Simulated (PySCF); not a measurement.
CH8GeSi, SMILES [SiH3][CH2][GeH3].

Geometry: B3LYP-D3(BJ)/def2-SVP.

Two levels are set side by side: PBE/def2-TZVP (PySCF) and CAM-B3LYP/def2-TZVP (PySCF). Same geometry, gas phase. Differences are taken from unrounded values.

```csv
quantity,CAM-B3LYP
orbital gap (eV),11.11
highest occupied level (eV),-9.92
lowest empty level (eV),1.19
dipole moment (D),0.78
mean polarisability (bohr³),70.8
```

Problem. What does PBE give, and how far is it from CAM-B3LYP? (An estimate is asked for; the answer gives what the named calculation found.)

Solution. 
```json
[
 {"quantity": "orbital gap (eV)", "PBE": "6.92", "PBE minus CAM-B3LYP": "-4.18"},
 {"quantity": "highest occupied level (eV)", "PBE": "-7.40", "PBE minus CAM-B3LYP": "2.52"},
 {"quantity": "lowest empty level (eV)", "PBE": "-0.48", "PBE minus CAM-B3LYP": "-1.66"},
 {"quantity": "dipole moment (D)", "PBE": "0.82", "PBE minus CAM-B3LYP": "0.04"},
 {"quantity": "mean polarisability (bohr³)", "PBE": "74.0", "PBE minus CAM-B3LYP": "3.2"}
]
```

Without exact exchange PBE keeps part of each electron's self-repulsion, which lifts occupied levels and narrows the gap. PBE's more diffuse valence density responds more strongly to a field. Differences between two approximate levels are no errors against the true value.

Rough cost on one machine, each run with all the roots and properties that it gave: CAM-B3LYP against PBE within a factor of 2.
